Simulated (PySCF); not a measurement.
Task: Write a Z-matrix for `CC[C@@H]1COC2=C(F)SC=C2O1` as optimised with PBE0-D3(BJ)/def2-SVP.

Result: 
Z-matrix in Å and degrees, rows numbered from 1:
```
C 
C   1  1.5189
C   2  1.5228  1  113.01
C   3  1.5222  2  113.32  1   179.09
O   4  1.4147  3  111.29  2   -60.55
C   5  1.3517  4  111.63  3   -47.71
C   6  1.4361  5  122.82  4    18.10
C   7  1.3670  6  113.42  5   179.08
S   8  1.7292  7  111.40  6    -0.00
C   6  1.3667  5  126.00  4  -162.98
F  10  1.3199  6  126.97  5     0.32
O   7  1.3503  6  121.48  5    -1.84
H   1  1.0996  2  111.15  3  -177.77
H   1  1.1018  2  111.41  3    62.04
H   1  1.0996  2  110.75  3   -57.63
H   2  1.1031  1  110.59  3  -120.84
H   2  1.1025  1  110.36  3   122.20
H   3  1.1018  2  109.72  1   -59.51
H   4  1.0981  3  110.79  2    58.09
H   4  1.1054  3  109.29  2   177.89
H   8  1.0872  7  127.63  6   179.49
```

S9 (thiophene-type sulfur) is bent (angle 91.3°). The 6 C–C bonds span 1.367 Å (C6–C10, aromatic) to 1.523 Å (C2–C3, drawn single), a spread of 0.156 Å. The 4 C–O bonds span 1.350 Å (C7–O12, drawn single) to 1.429 Å (C3–O12, drawn single), a spread of 0.079 Å. The 6-membered ring C3–C4–O5–C6–C7–O12 has internal angles of 109.2° to 122.8°; it is puckered, 0.20 Å rms from its mean plane, widest ring torsion 64°.

Theory: PySCF, PBE0-D3(BJ)/def2-SVP geometry optimisation, gas phase.

Point group: C1 (no symmetry element, even within 0.4 Å). No PBE0-D3(BJ)/def2-SVP frequencies stand behind this structure, so it isn't proved a minimum. The numbers are those of one conformer (C1–C2–C3–C4 179°, C2–C3–C4–O5 -61°, C3–C4–O5–C6 -48°, C4–O5–C6–C7 18°, C6–C7–O12–C3 17°).
